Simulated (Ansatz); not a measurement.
Computed with Ansatz on PBE0-D4/def2-TZVP structures; ΔE is electronic, products minus reactants. CBS: MP2 limit from def2 TZ/QZ plus the TZ coupled-cluster correction, frozen cores. This one scheme is used for every species. Functionals use def2-TZVPP. B3LYP here is the variant with VWN-RPA as its local correlation; programs differ in this. For As outer-core shells are correlated without core-valence functions, which leaves a few kJ/mol of doubt a bond. Scalar relativity is left out up to krypton.

Consider the silylene formation by 1,1-elimination: `C[SiH]([SiH3])[AsH2]` → `[SiH3][AsH2]` + `C[SiH]`.

Question: Is it downhill or uphill in electronic energy at CCSD(T)/CBS, and by how much? (Best estimate.)

Answer: Ansatz gave: Uphill: ΔE = +242.4 kJ/mol.

Question: What do these levels give: r2SCAN-D4, PBE0-D4, B3LYP-D4, ωB97M-V, r2SCAN, HF/def2-TZVPP? (Estimate.)

Answer: Ansatz gave: r2SCAN-D4 262.3, PBE0-D4 260.5, B3LYP-D4 238.1, ωB97M-V 232.4, r2SCAN 258.6, HF/def2-TZVPP 211.5 kJ/mol.

Largest T1 diagnostic among the species: 0.012.

In def2-TZVPP, CCSD(T) changes the Hartree–Fock value by +24.7 kJ/mol (the triples alone add +5.7 kJ/mol) and MP2 by +40.5 kJ/mol. From PBE to PBE0 (25 % exact exchange), in def2-TZVPP and without D4, ΔE moves by +8.2 kJ/mol. The D4 term adds +19.6 kJ/mol with B3LYP and +11.3 kJ/mol with PBE0; it sums over pairs of atoms, weighted by their polarisabilities, and B3LYP, whose exchange is more repulsive, gets the larger term.
